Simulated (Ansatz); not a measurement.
BH2(OEt) (C2H7BO). Charge 0, multiplicity 1. Geometry r2SCAN-D4/def2-SVP.

```csv
atom,x (Å),y (Å),z (Å)
B1,0.1515,-1.6133,-1.1222
H2,0.5780,-2.2817,-0.2001
H3,-0.2540,-2.0979,-2.1521
O4,0.1148,-0.2749,-1.0270
C5,0.5423,0.4301,0.1378
C6,-0.6392,1.1018,0.8035
H7,1.0484,-0.2680,0.8294
H8,1.2803,1.1803,-0.1927
H9,-0.3035,1.7010,1.6640
H10,-1.1551,1.7680,0.0955
H11,-1.3635,0.3546,1.1638
```

Problem. Estimate the orbital energies around the gap (eV) in Ansatz with HF/6-31G, PBE-D4/def2-SVP, r2SCAN-D4/def2-TZVPD, PBE0-D4/def2-SVP, BHLYP-D4/def2-TZVP.

Solution. 
```tsv
orbital	HF/6-31G	PBE-D4/def2-SVP	r2SCAN-D4/def2-TZVPD	PBE0-D4/def2-SVP	BHLYP-D4/def2-TZVP
HOMO−5	-16.34	-10.34	-10.97	-12.06	-13.75
HOMO−4	-15.10	-9.45	-9.91	-11.09	-12.66
HOMO−3	-14.61	-9.37	-9.79	-10.91	-12.36
HOMO−2	-13.31	-8.11	-8.49	-9.64	-11.09
HOMO−1	-12.70	-7.75	-8.07	-9.21	-10.59
HOMO	-12.03	-6.89	-7.35	-8.41	-9.94
LUMO	3.93	-1.13	-0.95	-0.10	0.61
LUMO+1	6.37	1.08	0.59	1.97	1.83
LUMO+2	7.42	1.97	1.36	2.96	2.87
LUMO+3	7.82	2.21	1.59	3.19	2.96
LUMO+4	8.11	2.61	1.64	3.68	3.09
LUMO+5	8.69	2.88	2.03	3.84	3.45
```
